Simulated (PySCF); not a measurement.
These 2 structures share the formula C2H8ClPSn. Computed, not measured: PBE0-D3(BJ)/def2-SVP geometry optimisation, gas phase, def2 core potentials past Kr in PySCF. Energies are electronic, without zero-point or thermal terms, for one conformer each. No frequencies were run at this level. Point groups hold within 0.08 Å.

Question: Order them by energy at this level, lowest first, and give relative energies in kcal/mol.
A. `[PH2:1][SnH2:2][CH2:3][CH2:4][Cl:5]` with H–P1–Sn2–C3 -36° and 57°, P1–Sn2–C3–C4 92°, Sn2–C3–C4–Cl5 -56°
B. `[CH3:1][CH2:2][Sn@@H:3]([PH2:4])[Cl:5]` with C1–C2–Sn3–P4 -52°, C2–Sn3–P4–H 53° and -39°

Answer: B (0.0), A (37.1).

```
                  SMILES       E (Eh)  E rel (kcal/mol)  dipole (D)  point group      A, B, C (MHz)
C[CH2][Sn@@H]([PH2])[Cl]  -1096.24631               0.0        3.42           C1   1589, 1409, 1043
     [PH2][SnH2][CH2]CCl  -1096.18712              37.1        2.77           C1  2115, 1038, 767.8
```
